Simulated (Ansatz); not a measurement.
Cost and result for the atomization energy of `CC(C)CC(=O)c1ccccc1` (26 atoms, 26 bonds).

Z-matrix (Å, degrees):
```
C
C 1 1.521
H 1 1.094 2 110.6
H 1 1.092 2 112.0 3 119.8
H 1 1.093 2 110.6 3 -119.6
C 2 1.536 1 111.4 3 -61.1
C 2 1.521 1 111.1 3 61.7
H 2 1.096 1 108.1 3 -179.8
C 6 1.507 2 112.9 1 -60.9
H 6 1.093 2 109.4 1 58.0
H 6 1.094 2 109.4 1 176.0
H 7 1.093 2 111.6 1 177.7
H 7 1.094 2 110.7 1 -62.2
H 7 1.093 2 111.0 1 57.3
O 9 1.212 6 120.8 2 103.9
C 9 1.494 6 119.0 2 -74.3
C 16 1.394 9 118.0 6 171.3
C 16 1.393 9 122.9 6 -9.0
C 17 1.382 16 120.5 9 179.8
H 17 1.083 16 118.1 9 -0.0
C 18 1.386 16 120.4 9 -179.6
H 18 1.083 16 120.4 9 -0.0
C 19 1.389 17 120.0 16 -0.2
H 19 1.084 17 120.0 16 179.9
H 21 1.084 18 119.9 16 179.7
H 23 1.084 19 120.0 17 -179.9
```

Total charge 0; spin multiplicity 1. The geometry is a stationary point of PBE0-D4/def2-TZVP. It is one conformer, not always the lowest. Program: Ansatz. All runs use 4 threads of an AMD EPYC 7R13 on a shared host and a share of an NVIDIA H100 80 GB. Times are those of one run each, without the atoms' runs, and a repeat can differ threefold. Electronic energies, without spin–orbit coupling; frozen cores. CCSD(T)/CBS adds CCSD(T) − MP2 in def2-TZVPP to the MP2 limit, and its time is that of the two runs behind it. T1 = 0.012; the RHF reference is unstable towards UHF.

CCSD(T)/CBS is a level of theory with its own doubt, some kJ/mol a heavy atom from the limit and from the frozen cores, so smaller differences don't rank the functionals.

| level | functions | wall time |
| --- | --- | --- |
| LDA (SPW92)/def2-TZVPP | 568 | 2.5 s |
| PBE0-D4/def2-TZVPP | 568 | 2.6 s |
| PBE-D4/def2-TZVPP (with forces) | 568 | 2.7 s |
| BHLYP-D4/def2-TZVPP | 568 | 3 s |
| r2SCANh-D4/def2-TZVPP | 568 | 3.1 s |
| r2SCAN-D4/def2-TZVPP (with forces) | 568 | 3.4 s |
| CAM-B3LYP-D4/def2-TZVPP | 568 | 3.6 s |
| B2PLYP/def2-TZVPP | 568 | 4.8 s |
| PBE-QIDH/def2-TZVPP | 568 | 5.5 s |
| CCSD(T)/def2-SVP | 238 | 6 s |
| MP2/def2-QZVPP | 1104 | 23 s |
| CCSD(T)/def2-TZVPP | 568 | 2.8 min |
| CCSD(T)/CBS(def2) | – | 3.1 min |

What atomization energy does each give, and how far from CCSD(T)/CBS? (Best estimate.)

Ansatz gave: 
```csv
level,atomization (kJ/mol),difference from CCSD(T)/CBS,per bond
LDA (SPW92)/def2-TZVPP,13566.7,1807.0,69.5
PBE0-D4/def2-TZVPP,11948.0,188.3,7.2
PBE-D4/def2-TZVPP (with forces),12161.2,401.5,15.4
BHLYP-D4/def2-TZVPP,11455.0,-304.7,-11.7
r2SCANh-D4/def2-TZVPP,11791.0,31.3,1.2
r2SCAN-D4/def2-TZVPP (with forces),11858.4,98.7,3.8
CAM-B3LYP-D4/def2-TZVPP,11837.5,77.8,3.0
B2PLYP/def2-TZVPP,11688.0,-71.7,-2.8
PBE-QIDH/def2-TZVPP,11823.5,63.8,2.5
CCSD(T)/def2-SVP,11368.2,-391.5,-15.1
MP2/def2-QZVPP,11926.1,166.4,6.4
CCSD(T)/def2-TZVPP,11498.4,-261.3,-10.0
CCSD(T)/CBS(def2),11759.7,0.0,0.0
```

Leaving LDA and LC-ωPBE aside and taking each functional with its dispersion term where it has one, the values spread over 706.2 kJ/mol, from BHLYP-D4 to PBE-D4. LDA lies +1479.2 kJ/mol from PBE without D4, its usual overbinding. From r2SCAN to r2SCAN0 (25 % exact exchange), in def2-TZVPP and without D4, the atomization energy moves by −167.0 kJ/mol: exact exchange takes away binding that semilocal exchange gives to molecules. At CCSD(T), def2-SVP lies −391.5 kJ/mol from the extrapolated value and def2-TZVPP −261.3 kJ/mol: correlation converges slowly with the basis, and small sets miss more of it in the bonded molecule than in its fragments.
